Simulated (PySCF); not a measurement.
# Dipole moment and polarisability of `C#C[Si@@H](N)OC=C`

Species: C4H7NOSi.
Geometry (GFN2-xTB, Å), atoms numbered from 1 in this order:
```
atom  x, y, z in Å
C1     2.3777   -1.6481    1.0451
C2     1.7260   -0.6665    0.8090
Si3    0.6385    0.8015    0.4819
N4     1.4325    1.8273   -0.6399
O5    -0.7045    0.3971   -0.3532
C6    -1.5308   -0.6529   -0.2245
C7    -2.7111   -0.7072   -0.8176
H8     2.9631   -2.5005    1.2411
H9     0.2363    1.3671    1.7776
H10    2.2704    2.3028   -0.3555
H11    0.8742    2.4094   -1.2419
H12   -1.1610   -1.4665    0.3914
H13   -3.0697    0.1045   -1.4255
H14   -3.3423   -1.5685   -0.7102
```

Level: PBE0/def2-SVPD (PySCF), static field, nuclei fixed, core orbitals frozen in the response. The polarisability tensor in these axes (au):

```
x   96.45 -2.64 11.48
y   -2.64 84.22 -4.99
z   11.48 -4.99 68.84
```

Problem. Give the principal values, the mean and the anisotropy Δα = √{½[(α1 − α2)² + (α2 − α3)² + (α1 − α3)²]}.

Solution. Principal values 63.97, 83.92 and 101.62 au; mean 83.17 au = 12.32 Å³ = 13.71 × 10⁻⁴⁰ C²·m²/J; Δα = 32.63 au (39 % of the mean).

Problem. What is the dipole moment, and where does it point?

Solution. (1.09, 0.44, 0.62) D, 1.33 D in size, pointing from the negative to the positive side. Measured along this direction, the outermost atoms are H14 at the negative end and H10 at the positive end.

Problem. Refractivity n − 1 of an ideal gas of it at 400 K and 1 atm, from the electronic α?

Solution. N = p/kT = 1.8347 × 10¹⁹ cm⁻³, so n − 1 = 2π × N × 12.32 × 10⁻²⁴ cm³ = 1421 × 10⁻⁶ at long wavelengths, for an ideal gas.

Problem. Give the eigenvalues of the traceless quadrupole moment Θ = ½Σq(3rr − r²1), origin at the centre of nuclear charge.

Solution. -10.55, 0.52, 10.04 D·Å. The values depend on the origin, since the dipole doesn't vanish. The electronic extent ⟨r²⟩ about the same centre is 1105 bohr², a root-mean-square distance of 2.27 Å for the 60 electrons.

Problem. Find the Langevin capture rate constant for H3+ (3.023 u) meeting this molecule (113.030 u), k = 2.342 × 10⁻⁹ cm³/s × √(α in Å³ / reduced mass in u).

Solution. The reduced mass is 2.94 u, so k = 4.79 × 10⁻⁹ cm³/s. The formula leaves out the permanent dipole, which adds to the capture rate.

Geometry: GFN2-xTB, one conformer, isolated molecule.
